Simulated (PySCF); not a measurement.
C₄H₇FSi, SMILES C1[Si@@H]([C@@H](C=1)F)C.

Coordinates come from a B3LYP-D3(BJ)/def2-SVP optimisation. The structure was generated by enumeration; whether it is a known compound was not checked.

Method: PBE/def2-TZVP in PySCF.

Isolated molecule, no solvent.

Problem. Estimate the frontier levels, gap, dipole moment and polarisability. (The exact figures need the calculation; the answer reports its results.)

Solution. 
| Quantity | Result |
|---|---|
| highest occupied level | -6.37 eV |
| lowest empty level | -1.58 eV |
| orbital gap | 4.79 eV |
| dipole moment | 1.35 D |
| quadrupole, principal values (traceless, Buckingham form, about the centre of nuclear charge) | -6.17, 1.64, 4.52 D·Å |
| mean static polarisability | 73.0 bohr³ (10.82 Å³) |
| polarisability, principal values | 62.0, 71.1, 86.0 bohr³ |
